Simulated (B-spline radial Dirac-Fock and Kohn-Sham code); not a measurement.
# Cross section and asymmetry of the 5p3/2 subshell of Xe⁴⁺

System: xenon as Xe⁴⁺ in the configuration [Kr] 4d10 5s2 5p2. The computed 5p3/2 threshold is 52.06 eV; without correlation, outer thresholds are uncertain by 1 to 2 eV. With an open shell the threshold is an average over the terms of the final ion.

These are calculated numbers from a radial finite-basis atomic code; the model is independent-particle photoionisation in a Dirac-Hartree-Slater potential with a Latter tail, all multipoles, thresholds from Dirac-Fock ΔSCF. Interchannel coupling and autoionising resonances are not included, so magnitudes near threshold are approximate.

```csv
kinetic energy (eV),σ (Mb),β
1.5,0.278,1.00
1.9,0.272,0.97
2.3,0.265,0.93
2.9,0.257,0.88
3.7,0.247,0.82
4.6,0.236,0.75
5.7,0.223,0.66
7.2,0.208,0.57
9.0,0.192,0.45
11.2,0.176,0.33
14.0,0.160,0.20
17.5,0.144,0.05
21.9,0.127,-0.09
27.4,0.111,-0.18
34.2,0.0976,-0.21
42.8,0.0856,-0.17
53.5,0.0749,-0.05
66.9,0.0652,0.12
83.7,0.0562,0.32
104.7,0.0474,0.53
130.9,0.0388,0.73
163.6,0.0308,0.91
204.6,0.0241,1.07
255.8,0.0192,1.21
319.9,0.0156,1.35
400.0,0.0126,1.46
```

The cross section shows no minimum in this range. It is largest at the lowest energy, 0.278 Mb. β ranges from -0.21 (at 34.2 eV) to 1.46.
